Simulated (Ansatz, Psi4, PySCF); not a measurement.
formamide (CH₃NO), singlet, at a GFN2-xTB geometry. Base run: CCSD(T)/def2-SVP run with PySCF.

PySCF was given this input:
```python
from pyscf import gto, scf, cc

mol = gto.M(
    atom='''
N    -1.056416    0.213853    0.113341
C     0.276176    0.307087   -0.056888
O     1.031667   -0.626746   -0.079306
H    -1.466593   -0.698964    0.232128
H    -1.656729    1.017991    0.126490
H     0.607847    1.355447   -0.176236
''',
    basis='def2-svp',
    charge=0,
    spin=0,
    verbose=4,
)

mf = scf.RHF(mol)
mf.kernel()

mycc = cc.CCSD(mf)
mycc.kernel()
et = mycc.ccsd_t()
print('E(CCSD(T)) = %.10f' % (mycc.e_tot + et))
```

The same geometry, method and basis name were run in Ansatz (a program for electronic structure) and Psi4 and PySCF, at each program's defaults and at the settings that a row names. The base is PySCF at its defaults. Differences at the defaults can come from grids, fitting, cores and function types together.

```tsv
code and settings	ΔE vs base (mEh)	basis functions	E (Eh)	SCF cycles
PySCF, defaults (exact integrals, spherical functions, all electrons correlated)	0.000	57	-169.32877	11
Psi4, defaults (exact integrals, spherical functions, all electrons correlated)	0.000	57	-169.32877	12
Ansatz, defaults (factorised integrals, spherical functions, frozen core)	7.737	57	-169.32104	-
PySCF, frozen core	7.734	57	-169.32104	11
Psi4, exact integrals, spherical functions, frozen core	7.734	57	-169.32104	12
Ansatz, high accuracy, frozen core	7.734	57	-169.32104	-
```
